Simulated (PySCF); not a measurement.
C2H4F2OSi. Atoms are numbered in the order given.

```xyz
10

O     -1.9011     0.4956     0.0000
C     -0.7125     0.2339     0.0000
Si     0.6400     1.6522     0.0000
C     -0.2188    -1.2262     0.0000
F      0.5601    -1.4036    -1.1078
F      0.5601    -1.4036     1.1078
H      0.3808     2.4752     1.2279
H      2.0472     1.1341     0.0000
H      0.3808     2.4752    -1.2279
H     -1.0550    -1.9616     0.0000
```
Charge 0, spin multiplicity 1.

Geometry optimised at PBE-D3(BJ)/def2-SVP. Other conformers were not sampled.

Computed with TDDFT-M06-2X/def2-SVPD run with PySCF.

Vertical excitations. Gas-phase values at a fixed geometry. State labels are in the subgroup Cs.

Computed lowest excited states:
| state | symmetry | energy (eV) | λ (nm) | f | main pairs |
|---|---|---|---|---|---|
| S1 | A" | 3.02 | 410 | 0.001 | HOMO→LUMO 95 % |
| S2 | A" | 7.35 | 169 | 0.010 | HOMO−2→LUMO 71 %, HOMO−3→LUMO 18 % |
| S3 | A' | 7.42 | 167 | 0.002 | HOMO−1→LUMO 49 %, HOMO→LUMO+2 38 %, HOMO→LUMO+1 8 % |
| S4 | A' | 7.51 | 165 | 0.054 | HOMO→LUMO+3 47 %, HOMO→LUMO+4 19 %, HOMO−1→LUMO 17 %, HOMO→LUMO+2 10 % |
| S5 | A' | 7.57 | 164 | 0.017 | HOMO→LUMO+1 74 %, HOMO−1→LUMO 16 % |
| S6 | A" | 7.63 | 163 | 0.000 | HOMO−5→LUMO 37 %, HOMO−3→LUMO 26 %, HOMO−2→LUMO 21 % |
| S7 | A" | 7.91 | 157 | 0.001 | HOMO−5→LUMO 43 %, HOMO−3→LUMO 35 %, HOMO−9→LUMO 10 % |
| S8 | A' | 7.97 | 156 | 0.423 | HOMO→LUMO+2 44 %, HOMO→LUMO+4 19 %, HOMO−1→LUMO 15 %, HOMO→LUMO+1 12 % |
| S9 | A" | 8.39 | 148 | 0.000 | HOMO→LUMO+5 68 %, HOMO→LUMO+7 17 % |
| S10 | A' | 8.50 | 146 | 0.001 | HOMO→LUMO+4 57 %, HOMO→LUMO+3 34 % |
| T1 | A" | 2.56 | 484 | 0 | HOMO→LUMO 93 % |
| T2 | A' | 5.70 | 218 | 0 | HOMO−4→LUMO 65 %, HOMO−1→LUMO 27 % |
| T3 | A" | 7.00 | 177 | 0 | HOMO−5→LUMO 37 %, HOMO−2→LUMO 34 %, HOMO−3→LUMO 12 % |
| T4 | A' | 7.07 | 175 | 0 | HOMO→LUMO+2 87 % |
Triplets are in the Tamm–Dancoff approximation, which puts them higher than full response would, so one can lie above its singlet here.
